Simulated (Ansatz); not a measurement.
A structure relaxed at PBE0-D4/def2-SVP in Ansatz, charge 0, singlet:

```tsv
atom	x (Å)	y (Å)	z (Å)
Si1	1.838	-3.027	2.492
Si2	-0.706	0.852	-1.093
Si3	-2.212	2.731	-3.240
Si4	0.780	-0.370	1.318
N5	-2.945	3.675	-4.254
N6	1.162	-2.000	1.517
N7	-1.435	1.717	-2.168
N8	-0.015	-0.212	-0.173
O9	1.082	0.777	2.284
O10	2.450	-4.143	3.317
```

(1) Give its formula and point group.

(2) Summarise the bond lengths by kind (pairs closer than 1.2 times the sum of covalent radii, bridged metal pairs left out).

## Answers

(1) the cluster Si₄N₄O₂. Point group Cs (tolerance 0.1 Å).

(2) 7 × N–Si 1.56 to 1.70 Å; 2 × O–Si 1.52 to 1.53 Å.

The restricted singlet is unstable towards broken spin symmetry in Hartree–Fock (as tested in another run); at PBE0-D4/def2-SVP this wasn't settled. Another isomer (singlet) lies 4.73 eV lower at PBE0-D4/def2-TZVP; other spin states weren't run for this one.
